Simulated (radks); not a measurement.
Neutral niobium, configuration [Kr] 4d3 5s1 4f1 (not the ground configuration).

Method: scalar-relativistic Kohn-Sham, AM05, spin-polarised, spherical densities, point nucleus; open shells are filled with parallel spins first (spin-orbit coupling, left out, can overturn this in heavy ions); computed with a radial shooting solver on a logarithmic mesh with Libxc functionals.

Energy parts (eV):
total: -103827.751
kinetic: 106880.643
electron-nucleus: -249960.660
Hartree: 42370.648
exchange-correlation: -3118.382

Orbitals (lengths in bohr, moments of r in powers of bohr; <r^-3> diverges for s and p1/2):
1s up: occ. 1; eigenvalue (eV) -18791.12; <1/r> 42.36; <r^4> 8.013e-06
1s down: occ. 1; eigenvalue (eV) -18791.10; <1/r> 42.36; <r^4> 8.013e-06
2s up: occ. 1; eigenvalue (eV) -2635.659; <1/r> 9.516; <r^4> 0.001498
2s down: occ. 1; eigenvalue (eV) -2635.368; <1/r> 9.516; <r^4> 0.001498
2p up: occ. 3; eigenvalue (eV) -2355.290; <r^-3> 2343; <1/r> 9.267; <r^4> 0.001074
2p down: occ. 3; eigenvalue (eV) -2355.067; <r^-3> 2343; <1/r> 9.267; <r^4> 0.001073
3s up: occ. 1; eigenvalue (eV) -445.6120; <1/r> 3.249; <r^4> 0.07925
3s down: occ. 1; eigenvalue (eV) -445.4148; <1/r> 3.249; <r^4> 0.07915
3p up: occ. 3; eigenvalue (eV) -354.0194; <r^-3> 383.8; <1/r> 3.089; <r^4> 0.08827
3p down: occ. 3; eigenvalue (eV) -353.8009; <r^-3> 383.7; <1/r> 3.089; <r^4> 0.08808
3d up: occ. 5; eigenvalue (eV) -204.0756; <r^-3> 50.52; <1/r> 2.854; <r^4> 0.1006
3d down: occ. 5; eigenvalue (eV) -203.7674; <r^-3> 50.53; <1/r> 2.855; <r^4> 0.1001
4s up: occ. 1; eigenvalue (eV) -66.4993; <1/r> 1.174; <r^4> 3.525
4s down: occ. 1; eigenvalue (eV) -64.8385; <1/r> 1.182; <r^4> 3.424
4p up: occ. 3; eigenvalue (eV) -42.6367; <r^-3> 52.67; <1/r> 1.033; <r^4> 5.986
4p down: occ. 3; eigenvalue (eV) -40.7410; <r^-3> 53.94; <1/r> 1.044; <r^4> 5.743
4d up: occ. 3; eigenvalue (eV) -10.4780; <r^-3> 3.328; <1/r> 0.6884; <r^4> 40.03
5s up: occ. 1; eigenvalue (eV) -9.4496; <1/r> 0.4031; <r^4> 197.1
4d down: occ. 0; eigenvalue (eV) -8.0651; <r^-3> 3.433; <1/r> 0.6926; <r^4> 46.57
4f up: occ. 1; eigenvalue (eV) -0.4700; <r^-3> 0.0004188; <1/r> 0.06523; <r^4> 122300

The highest occupied level is 4f up at -0.470 eV. The configuration is held as typed, so some empty levels lie below it. Summed over all electrons, <r^2> = 347.5 bohr^2, which gives a Langevin (diamagnetic) susceptibility term of -275 x 10^-6 cm^3/mol. The density falls to 0.001 e/bohr^3 at r = 4.35 bohr.
